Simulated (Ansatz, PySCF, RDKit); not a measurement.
Dimer: PH3 (SMILES P) (first 4 atoms) with H4OSi (SMILES O[SiH3]); geometry from B3LYP-D3(BJ)/def2-TZVP, rigid monomers moved along the line of their centres of mass till P1···H7 is 2.85 Å.
(charge 0, multiplicity 1):
```xyz
10

P     -0.24764     0.17428    -0.36628
H      0.82048    -0.50433    -0.99941
H     -1.26218    -0.59183    -0.98737
H     -0.29698     1.22822    -1.30892
O     -0.18308     0.70762     3.41173
Si     0.22438    -0.62382     4.28948
H     -0.21484     0.61706     2.44843
H     -0.72501    -1.74606     4.07166
H      0.18786    -0.21759     5.70939
H      1.58430    -1.11866     3.95212
```

Counterpoise-corrected where a basis set is named; no monomer relaxation. Rows marked so take none. RDKit's UFF carries no charges.

Rows in 6-31G* carry no dispersion term and start afresh at each structure (6-31G* with six Cartesian d functions).

Codes used: Ansatz (Gaussian basis) for Hartree–Fock, density functionals and correlated methods; PySCF for 6-31G* rows, the dispersion terms; RDKit for the force fields. 

Q: One of these levels gives -0.15 kcal/mol for the interaction energy. Which?
(A) BP86/6-31G* (no counterpoise)
(B) UFF
(C) PBE-D3(BJ)/def2-TZVPPD

A: B, UFF. The others give -3.83 (PBE-D3(BJ)/def2-TZVPPD), -3.01 (BP86/6-31G* (no counterpoise))

Ansatz is a program for electronic structure.
